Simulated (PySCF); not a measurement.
A side-by-side comparison of computed properties.

First species: C9H9PSi.
Numbering: `[SiH3:1][c:2]1[cH:3][p:4][cH:5][c:6]2[cH:7][cH:8][cH:9][cH:10][c:11]12` (hydrogens: H12, H13, H14 on Si1; H15 on C3; H16 on C5; H17 on C7; H18 on C8; H19 on C9; H20 on C10)

Structure used (GFN2-xTB), in Å, numbered top down from 1:
```xyz
20
C9H9PSi angstrom
Si    -2.866   -0.514   -0.262
C     -1.308    0.564   -0.137
C     -1.483    1.920   -0.183
P     -0.247    3.163   -0.091
C      1.138    2.173    0.063
C      1.163    0.768    0.095
C      2.413    0.117    0.227
C      2.509   -1.244    0.265
C      1.349   -2.024    0.171
C      0.127   -1.424    0.043
C     -0.017   -0.022   -0.001
H     -3.017   -1.326    0.948
H     -4.016    0.382   -0.388
H     -2.791   -1.374   -1.447
H     -2.492    2.302   -0.288
H      2.093    2.680    0.143
H      3.301    0.730    0.299
H      3.472   -1.723    0.367
H      1.426   -3.101    0.202
H     -0.760   -2.035   -0.029
```

Second species: 2-chloro-3-methylpyrazine, C₅H₅ClN₂.
Atom-mapped SMILES: `[CH3:1][c:2]1[n:3][cH:4][cH:5][n:6][c:7]1[Cl:8]` (hydrogens: H9, H10, H11 on C1; H12 on C4; H13 on C5)

Structure used (GFN2-xTB), in Å, numbered top down from 1:
```
atom  x, y, z in Å
C1    -1.943   -0.637    0.070
C2    -0.518   -0.207    0.030
N3     0.413   -1.073    0.391
C4     1.685   -0.698    0.358
C5     2.051    0.575   -0.043
N6     1.133    1.461   -0.410
C7    -0.124    1.079   -0.375
Cl8   -1.293    2.244   -0.857
H9    -2.386   -0.558   -0.921
H10   -1.998   -1.664    0.417
H11   -2.509    0.010    0.739
H12    2.408   -1.441    0.662
H13    3.077    0.910   -0.079
```

Levels: PBE0/pcSseg-1 for dipole moment, HOMO energy, LUMO energy and HOMO–LUMO gap; GFN2-xTB for rotational constant A and rotational constant C. Geometries: GFN2-xTB. Each species is one conformer at its optimised geometry, gas phase, non-relativistic unless stated. Electronic properties by PySCF.

Values for the first species:

| Item | Value |
| --- | --- |
| Dipole moment | 1.92 D |
| HOMO energy | -6.66 eV |
| LUMO energy | -2.03 eV |
| HOMO–LUMO gap | 4.63 eV |
| Rotational constant A | 1.048 GHz |
| Rotational constant C | 0.477 GHz |

Question: Estimate the same properties for the second species, and the change in each.

Answer: 
| property | first | second | second less first |
| --- | --- | --- | --- |
| dipole moment | 1.92 D | 1.33 D | -0.59 D |
| HOMO energy | -6.66 eV | -7.63 eV | -0.97 eV |
| LUMO energy | -2.03 eV | -1.60 eV | +0.43 eV |
| HOMO–LUMO gap | 4.63 eV | 6.03 eV | +1.40 eV |
| rotational constant A | 1.048 GHz | 2.966 GHz | +1.918 GHz |
| rotational constant C | 0.477 GHz | 1.066 GHz | +0.589 GHz |

On the first: In atomic units the dipole is 0.76 e·bohr (1 au = 2.5417 D). A dipole of 1.92 D is allowed in Cs, and pure rotational transitions are dipole-allowed.

On the second: A dipole of 1.33 D is allowed in Cs, and pure rotational transitions are dipole-allowed. In atomic units the dipole is 0.52 e·bohr (1 au = 2.5417 D).
